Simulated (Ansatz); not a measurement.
The cluster Ti2Cl⁻. Charge -1, multiplicity 1. Geometry r2SCAN-D4/def2-TZVP, that of the neutral doublet.

Cartesian coordinates in Å:
```
Ti -1.833 0.087 1.179
Ti 0.796 -0.123 0.526
Cl 1.038 0.035 -1.706
```

A triplet lies near this restricted singlet, and broken spin symmetry wasn't tried. At PBE-D4/def2-TZVPD, r2SCAN-D4/def2-TZVPD, PBE0-D4/def2-TZVPD the highest occupied level of the charge -1 singlet lies above zero (up to 0.85 eV). Energy differences put its binding near zero (-0.08 eV; vertical, against the charge 0 doublet, at PBE-D4/def2-TZVPD), which leaves it undecided. At PBE-D4/def2-TZVPD an occupied level lies above an empty one. At PBE0-D4/def2-TZVPD a triplet of charge -1 lies 2.08 eV below the restricted singlet at the same geometry. The structure comes from a short search, and lower isomers may exist.

Question: Estimate the orbital energies around the gap (eV) in Ansatz with PBE-D4/def2-TZVPD, r2SCAN-D4/def2-TZVPD, PBE0-D4/def2-TZVPD.

Answer: 
```
orbital  PBE-D4/def2-TZVPD  r2SCAN-D4/def2-TZVPD  PBE0-D4/def2-TZVPD
 HOMO−5              -3.70                 -3.97               -5.00
 HOMO−4              -3.61                 -3.96               -4.97
 HOMO−3              -0.70                 -0.92               -1.64
 HOMO−2               0.50                  0.27               -0.64
 HOMO−1               0.54                  0.28               -0.59
   HOMO               0.85                  0.71                0.07
   LUMO               0.69                  0.95                1.71
 LUMO+1               0.77                  1.02                1.92
 LUMO+2               0.87                  1.07                1.97
 LUMO+3               1.06                  1.35                2.04
 LUMO+4               1.16                  1.51                2.23
 LUMO+5               1.65                  1.60                2.32
```
